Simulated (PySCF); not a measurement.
C₄H₅Cl, SMILES CC=C=CCl. Atoms are numbered in the order given.

```xyz
10

C     -2.7642     0.4968     0.1331
C     -1.7145    -0.5454    -0.1459
C     -0.4584    -0.3007    -0.4350
C      0.7902    -0.0485    -0.7283
Cl     2.0530     0.0950     0.4870
H     -2.3522     1.5135     0.0689
H     -3.5985     0.4086    -0.5834
H     -3.1905     0.3535     1.1404
H     -2.0368    -1.5959    -0.1004
H      1.1586     0.0914    -1.7482
```

Coordinates come from a B3LYP-D3(BJ)/def2-SVP optimisation.

Calculation: SMD-B3LYP/def2-SVP (PySCF).

Solvation free energies are E(SMD) − E(gas) at the gas-phase geometry, for 1 M in both phases. In vacuum the dipole moment is 2.04 D.

```csv
solvent,ΔG(solv) (kcal/mol),its non-electrostatic (CDS) part,dipole (D)
water,…,…,…
ethanol,-3.6,-0.6,2.75
diethylether,-4.1,-2.0,2.55
```

Task: Fill in the missing entries. (An estimate is asked for; the answer gives what the named calculation found.)

Result: 
- water, ΔG(solv) (kcal/mol): 0.4
- water, its non-electrostatic (CDS) part: 3.4
- water, dipole (D): 2.78
